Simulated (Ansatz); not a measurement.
These are Ansatz (a first-principles code) with frozen-core CCSD(T)/cc-pVTZ // ωB97X-D3(BJ)/def2-TZVP values and carry that method's errors.

Ansatz 0.2 input:
```yaml
crystal:
  periodic: [false, false, false]
  atoms:
    - { symbol: Br, position_ang: [1.888834, -0.295271, -0.177554] }
    - { symbol: C, position_ang: [-0.00024, -0.000833, 0.001455] }
    - { symbol: Br, position_ang: [-0.386641, 1.860307, -0.270824] }
    - { symbol: Br, position_ang: [-0.565359, -0.521002, 1.761319] }
    - { symbol: Br, position_ang: [-0.937812, -1.047486, -1.307228] }
basis:
  gaussian: { orbitals: cc-pVTZ }
correlation:
  method: ccsd_t
```

Output:

```
Functional definition: HF
1312 factors; integrals over basis functions are off by at most 4.3e-4 eV
mean field evaluation 1: about -281026.7234 eV, gradient 3.4e1 eV
mean field evaluation 2: about -281026.8471 eV, gradient 3.4e1 eV
mean field evaluation 4: about -281030.3607 eV, gradient 3.5e0 eV
mean field evaluation 8: about -281030.4397 eV, gradient 1.5e-1 eV
mean field evaluation 16: about -281026.9003 eV, gradient 4.0e1 eV
mean field -281030.43986636 eV, -10327.6781758151 hartree, gradient 5.1e-6 eV, S^2 0.000000; 0 other end points of the search recorded, 0 dependent functions left out
37 core orbitals not correlated
reference -281030.43986636 eV, -10327.6781758151 hartree; 36, 36 occupied and 129, 129 virtual orbitals, 1312 factors
second order -29.41587516 eV of doubles, -0.00000000 eV of singles
cycle   1  -29.02178542 eV  change    3.9e-1 eV  update   1.3e-1
cycle   2  -29.81367033 eV  change   -7.9e-1 eV  update   4.0e-2
cycle   3  -29.96137613 eV  change   -1.5e-1 eV  update   1.5e-2
cycle   4  -29.94981895 eV  change    1.2e-2 eV  update   4.1e-3
cycle   5  -29.94793686 eV  change    1.9e-3 eV  update   1.6e-3
cycle   6  -29.94850857 eV  change   -5.7e-4 eV  update   5.2e-4
cycle   7  -29.94794258 eV  change    5.7e-4 eV  update   1.7e-4
cycle   8  -29.94796629 eV  change   -2.4e-5 eV  update   5.5e-5
perturbative correction -1.35723944 eV, -0.0498776295 hartree
Total energy: -281061.74507209 eV, -10328.8286209061 hartree
```

Cost: very roughly 11 core-minutes.
